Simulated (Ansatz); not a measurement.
Z-matrix (Å, degrees):
```
W
F 1 1.871
N 1 1.715 2 102.4
O 1 1.908 2 84.7 3 111.8
O 1 1.885 2 90.8 3 -109.8
F 1 1.906 2 158.9 3 165.2
C 3 1.414 1 171.2 2 97.8
H 4 0.960 1 119.4 2 173.6
H 5 0.958 1 127.3 2 126.8
H 7 1.094 3 110.1 1 74.8
H 7 1.094 3 110.4 1 -165.4
H 7 1.094 3 110.6 1 -45.1
```

Total charge 0; spin multiplicity 1. W: def2 effective core potential.

(1) List the PBE/def2-TZVPP orbital energies in eV (Ansatz 0.2.0). (Estimate.)

Answers

(1) The calculation gave: Occupied: -659.42, -659.05, -510.83, -510.35, -381.14, -270.35, -79.64, -44.10, -44.04, -43.95, -28.56, -27.81, -24.97, -24.36, -21.70, -16.25, -13.28, -12.63, -11.81, -11.57, -11.44, -11.30, -10.66, -10.47, -9.57, -9.48, -9.39, -9.05, -8.35, -8.00, -7.75, -6.96, -6.86. Lowest empty: -3.10, -1.67, -1.27, -0.95, -0.41, 0.66, 0.81, 1.33.
